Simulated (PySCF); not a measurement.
In(AsH2)(F)2 (AsF2H2In), SMILES [F][In]([F])[AsH2].

Geometry optimised at PBE-D3(BJ)/def2-SVP. The structure was generated by enumeration; whether it is a known compound was not checked. The def2 effective core potentials stand for the cores of In; spin–orbit coupling is left out.

Calculation: PBE-D3(BJ)/def2-SVP run with PySCF.

Frequencies are harmonic and unscaled.

Question: Estimate the vibrational spectrum. (An estimate is asked for; the answer gives what the named calculation found.)

Answer: 
```
mode  ν (cm⁻¹)  IR (km/mol)  moving atoms (share of kinetic energy)
----  --------  -----------  --------------------------------------
1           56          3.6                          H 80 %, F 12 %
2           68          2.8        F 54 %, In 20 %, H 16 %, As 11 %
3          100         17.6                         F 56 %, In 38 %
4          133         24.2                                  F 89 %
5          208          3.1                        As 58 %, In 35 %
6          543          7.0                                  H 95 %
7          577         58.6                         F 87 %, In 11 %
8          578          0.0                                  H 99 %
9          586         54.0                         F 82 %, In 18 %
10         958         13.0                                  H 99 %
11        2120         44.4                                  H 99 %
12        2139         54.7                                  H 99 %
```
